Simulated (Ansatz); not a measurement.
`B[SiH2]C(N)O` and `B[SiH2]C(O)F` differ in one atom or group.

Ansatz, PBE0-D4/def2-TZVP geometries, multiplicity 1. Each molecule was computed in one conformer, which needn't be the lowest.

```tsv
property	`B[SiH2]C(N)O`
size of the dipole moment (ωB97M-V/def2-TZVPP) / D	2.44
LUMO energy (PBE/def2-TZVPP) / eV	-3.47
HOMO energy (B3LYP/def2-TZVPP) / eV	-6.65
size of the dipole moment (PBE/def2-TZVPP) / D	2.23
LUMO energy (PBE0/def2-TZVPP) / eV	-2.48
LUMO energy (B3LYP/def2-TZVPP) / eV	-2.69
```

**Question.** What does the change do to each property? (Best estimate.)

**Answer.** Ansatz gave: 
| property | `B[SiH2]C(O)F` | shift |
| --- | --- | --- |
| size of the dipole moment (ωB97M-V/def2-TZVPP) / D | 1.40 | -1.04 |
| LUMO energy (PBE/def2-TZVPP) / eV | -3.44 | 0.03 |
| HOMO energy (B3LYP/def2-TZVPP) / eV | -7.99 | -1.34 |
| size of the dipole moment (PBE/def2-TZVPP) / D | 1.41 | -0.82 |
| LUMO energy (PBE0/def2-TZVPP) / eV | -2.42 | 0.06 |
| LUMO energy (B3LYP/def2-TZVPP) / eV | -2.63 | 0.06 |

With PBE0 the HOMO falls by 1.31 eV and the LUMO rises by 0.06 eV, so the gap widens by about 1.37 eV. PBE moves the HOMO by -1.32 eV and ωB97M-V by -1.20 eV. Dipoles are sizes alone; their direction can turn.

B3LYP here is the variant with VWN-RPA as its local correlation; programs differ in this.
